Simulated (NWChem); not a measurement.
Isomers of Si$_{2}$NH$_{6}$OCl, each optimised at PBE0/def2-SVP with NWChem, gas phase unless a solvent is named. Flexible species stand in one conformer each, which need not be the lowest. Pople sets run with spherical d functions. Relative energies count from the lowest isomer at each level and are electronic, without zero-point energy, on those geometries. Shieldings are non-relativistic GIAO values without spin-orbit effects.

A: [Si@H](O[SiH3])(N)Cl
B: N[Si@](O)([SiH3])Cl
C: N[Si@H](Cl)[SiH2]O
D: N[Si@@H](O)[SiH2]Cl

| quantity | A | B | C | D |
|---|---|---|---|---|
| relative energy, CAM-B3LYP/def2-TZVP (kcal/mol) | 0.0 | (withheld) | 35.1 | 33.6 |
| relative energy, PBE0/def2-TZVP (kcal/mol) | 0.0 | (withheld) | 29.6 | 27.9 |
| dipole (D), PBE0/def2-SVP | 2.46 | (withheld) | 2.13 | 1.63 |
| highest harmonic frequency (cm⁻¹), PBE0/def2-SVP | 3731 | (withheld) | 3924 | 3883 |
| 15N shift against ammonia, B3LYP/6-31G* (ppm) | 26.1 | (withheld) | 26.4 | 31.7 |

Task: Complete the blanks.

Result: 
- relative energy, CAM-B3LYP/def2-TZVP (kcal/mol), B: 27.6
- relative energy, PBE0/def2-TZVP (kcal/mol), B: 21.9
- dipole (D), PBE0/def2-SVP, B: 2.79
- highest harmonic frequency (cm⁻¹), PBE0/def2-SVP, B: 3890
- 15N shift against ammonia, B3LYP/6-31G* (ppm), B: 35.0
